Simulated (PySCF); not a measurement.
This PySCF input asks for the NMR shieldings of `CCNC(=O)C1[SiH2]C[SiH2]1`, C5H13NOSi2; the geometry comes from GFN2-xTB.

```python
import basis_set_exchange as bse
import numpy as np
from pyscf import gto, dft
from pyscf.prop import nmr

atoms = """
C    -3.433305   -0.219210    0.006741
C    -2.524385    0.928404    0.437099
N    -1.296283    0.451446    1.029354
C    -0.089510    0.565220    0.417934
O     0.045522    1.163185   -0.641169
C     1.057565   -0.070634    1.090829
Si    1.621074   -1.593013    0.038068
C     3.060707   -0.528040   -0.624182
Si    2.647474    0.901002    0.590148
H    -3.708926   -0.832993    0.862802
H    -2.924723   -0.846291   -0.721650
H    -4.341432    0.172036   -0.443897
H    -3.044848    1.573498    1.154445
H    -2.229441    1.525687   -0.428687
H    -1.371972   -0.117725    1.857229
H     0.859852   -0.263869    2.143525
H     0.631784   -2.068561   -0.928083
H     2.023052   -2.693354    0.920269
H     2.934639   -0.244932   -1.665172
H     4.053864   -0.957780   -0.530286
H     3.574974    0.946390    1.729540
H     2.443906    2.228919    0.036286
"""
names = dict.fromkeys(["C", "N", "O", "Si", "H"], "pcSseg-1")
basis = {el: gto.basis.parse(bse.get_basis(n, elements=[el], fmt="nwchem")) for el, n in names.items()}
mol = gto.M(atom=atoms, basis=basis, charge=0, verbose=0)
mf = dft.RKS(mol, xc="PBE0")
mf.grids.level = 2
mf.grids.alignment = dft.numint.BLKSIZE   # the property module wants whole blocks of grid points
mf.conv_tol = 1e-9
mf.kernel()

calc = nmr.RKS(mf)   # GIAO
C = mf.mo_coeff
Co = C[:, mf.mo_occ > 0]
resp = mf.gen_response(singlet=True, hermi=2)
def vind(x):   # induced exchange potential for any number of trial vectors
    d = np.einsum("pi,xij,qj->xpq", C, 2 * x.reshape(-1, C.shape[1], Co.shape[1]), Co, optimize=True)
    return np.einsum("xpq,pi,qj->xij", resp(d - d.transpose(0, 2, 1)), C, Co, optimize=True).ravel()
mo1, _ = nmr.rhf.solve_mo1(calc, with_cphf=vind)
sigma = calc.kernel(mo1)
for i, s in enumerate(sigma):   # ppm
    w = np.linalg.eigvalsh((s + s.T) / 2)
    print("%2d %-2s iso %8.1f  s11 %8.1f  s22 %8.1f  s33 %8.1f" % (i, mol.atom_pure_symbol(i), w.mean(), *w))
```

Q: Give the expected output.

A: 
```
 0 C  iso    167.8  s11    149.9  s22    166.8  s33    186.8
 1 C  iso    150.9  s11    121.9  s22    158.3  s33    172.5
 2 N  iso    129.4  s11     39.9  s22    135.8  s33    212.3
 3 C  iso      9.1  s11    -74.8  s22      2.4  s33     99.8
 4 O  iso    -40.3  s11   -320.2  s22   -151.6  s33    350.8
 5 C  iso    157.2  s11    139.2  s22    151.6  s33    180.9
 6 Si iso    378.2  s11    347.6  s22    364.0  s33    423.1
 7 C  iso    193.1  s11    175.2  s22    200.2  s33    204.0
 8 Si iso    383.4  s11    347.7  s22    376.5  s33    425.9
 9 H  iso     30.8  s11     27.0  s22     29.0  s33     36.3
10 H  iso     30.6  s11     26.6  s22     29.8  s33     35.4
11 H  iso     30.7  s11     26.2  s22     27.5  s33     38.3
12 H  iso     29.0  s11     22.8  s22     28.4  s33     35.9
13 H  iso     27.2  s11     22.4  s22     28.5  s33     30.7
14 H  iso     27.4  s11     21.2  s22     29.6  s33     31.3
15 H  iso     29.9  s11     25.4  s22     30.9  s33     33.5
16 H  iso     26.9  s11     23.4  s22     26.0  s33     31.4
17 H  iso     26.8  s11     23.6  s22     25.0  s33     31.8
18 H  iso     30.7  s11     26.9  s22     28.0  s33     37.3
19 H  iso     31.2  s11     27.0  s22     27.2  s33     39.4
20 H  iso     26.9  s11     23.9  s22     24.8  s33     32.0
21 H  iso     26.6  s11     23.3  s22     25.1  s33     31.3
```

These numbers come from an equivalent density-fitted implementation of the same equations, which agrees with the script to about 0.01 ppm for H and up to a few tenths of a ppm for heavy atoms, so last digits may differ.

Size and cost of the density-fitted run: 232 basis functions, 50 s wall time on 1 thread of an Arm Neoverse V2, shared host; peak memory 1.1 GiB.
